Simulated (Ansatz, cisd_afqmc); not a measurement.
Species: BH2, charge -1, singlet. A triplet may lie lower; no result for it is given here. BH2- (SMILES [BH2-]).
B3LYP-D3(BJ)/def2-TZVP minimum from Ansatz (a program for electronic structure):
```
B
H 1 1.2491
H 1 1.2491 2 101.33
```
Charge -1, spin multiplicity 1.

Total energies in aug-cc-pVDZ, 6 correlated electrons, 1 frozen orbitals. UHF or UKS for unpaired electrons; spin-orbit terms are left out. Correlated methods leave the cores frozen. No relativity. AFQMC is phaseless with a CISD trial state; ± is one standard error, without the phaseless bias. Outlying blocks are dropped, and bars are widened where a walk drifts. Over all cases where full CI ran beside it in this data, AFQMC minus full CI had a median of +0.1 mEh and passed +0.4 mEh in a tenth of the cases. The restricted determinant of H2B- ([BH2-], singlet) is unstable towards broken spin symmetry in at least one set run.

| method | program | energy (Eh) | error against FCI (mEh) |
|---|---|---|---|
| HF | Ansatz | -25.71442 | 135.86 |
| MP2 | Ansatz | -25.81915 | 31.13 |
| CCSD | Ansatz | -25.84517 | 5.10 |
| CCSD(T) | Ansatz | -25.84915 | 1.12 |
| CCSDT(Q) | Ansatz | -25.85024 | 0.04 |
| CCSDTQ | Ansatz | -25.85027 | 0.01 |
| AFQMC/CISD | cisd_afqmc | -25.8497 ± 0.0004 | 0.5 ± 0.4 |
| FCI | Ansatz | -25.85027 | 0.00 |

Rough core times of Ansatz's runs on a shared machine: CCSD(T) under 20 s, CCSDT(Q) under 20 s, CCSDTQ 50 s, FCI 70 s.
